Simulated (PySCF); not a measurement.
The dipole of `O=S(=O)(O)c1ccoc1` from its density and from atomic charges.

Coordinates (PBE0-D3(BJ)/def2-SVP, Å) and charges (e) from the PBE0/pcSseg-1 density (PySCF):

```csv
atom,x,y,z,Mulliken,IAO,Hirshfeld,ESP-fitted
O1,1.976,-0.384,-1.739,-0.5035,-0.8474,-0.2965,-0.4684
S2,1.635,0.198,-0.462,+1.3621,+2.1648,+0.5523,+1.0038
O3,2.082,1.515,-0.048,-0.5302,-0.8676,-0.3123,-0.4939
O4,2.154,-0.835,0.677,-0.4517,-0.7204,-0.2134,-0.5523
C5,-0.094,0.112,-0.273,-0.5309,-0.3307,-0.0752,-0.0607
C6,-0.906,0.816,0.671,-0.0945,-0.2033,-0.0780,-0.3999
C7,-2.177,0.410,0.405,+0.1755,+0.0154,+0.0217,+0.0769
O8,-2.190,-0.477,-0.617,-0.3462,-0.2100,-0.0463,-0.1794
C9,-0.931,-0.657,-1.029,+0.2869,+0.0516,+0.0373,+0.0619
H10,2.571,-0.301,1.370,+0.2673,+0.3837,+0.1845,+0.4397
H11,-0.576,1.532,1.419,+0.1023,+0.1841,+0.0689,+0.2411
H12,-3.143,0.662,0.833,+0.1294,+0.1823,+0.0753,+0.1610
H13,-0.754,-1.335,-1.859,+0.1336,+0.1977,+0.0816,+0.1703
```

Question: Form Σ q r in debye for every column and set it beside the full dipole.

Answer: The full density gives (-2.89, -0.25, 2.81) D, 4.04 D in size; dipole vectors point from the negative to the positive end.

| scheme | μx | μy | μz | size (D) | share of the full size (%) | angle to the full dipole (°) |
| --- | --- | --- | --- | --- | --- | --- |
| Mulliken | -2.30 | -0.33 | 1.96 | 3.04 | 75 | 5 |
| IAO | -3.55 | -0.32 | 3.05 | 4.69 | 116 | 4 |
| Hirshfeld | -2.68 | -0.71 | 1.73 | 3.27 | 81 | 14 |
| ESP-fitted | -2.92 | -0.24 | 2.83 | 4.07 | 101 | 0 |

Question: Which set comes closest?

Answer: Length of the difference vector: ESP-fitted 0.04 D, IAO 0.71 D, Mulliken 1.04 D, Hirshfeld 1.19 D. Closest: ESP-fitted. 

Question: What is left for the Hirshfeld atoms' own dipoles?

Answer: The Hirshfeld atoms' densities add up to the full density, so μ = Σ q r + Σ (atomic dipoles). The atomic dipoles sum to (-2.89, -0.25, 2.81) − (-2.68, -0.71, 1.73) = (-0.21, 0.46, 1.08) D, 1.19 D in size.

Question: With the origin at the mean of the coordinates, (-0.027, 0.097, -0.050) Å, which are the largest single terms, by size, of the ESP-fitted dipole along the direction of the full one?

Answer: S2 -7.15, O1 +5.80, O3 +3.79, O4 +2.65, H12 +2.17 D; all 13 atoms together +4.07 D. The single terms depend on the origin, their sum doesn't.

Question: Give the size of the full dipole in other units.

Answer: 4.04 D = 1.589 au = 0.841 e·Å = 13.47 × 10⁻³⁰ C·m.

Geometry: PBE0-D3(BJ)/def2-SVP, one conformer, isolated molecule.

The values belong to the conformer `[O:1]=[S:2](=[O:3])([OH:4])[c:5]1[cH:6][cH:7][o:8][cH:9]1`: O1–S2–C5–C6 -165°, H–O4–S2–O1 137°.
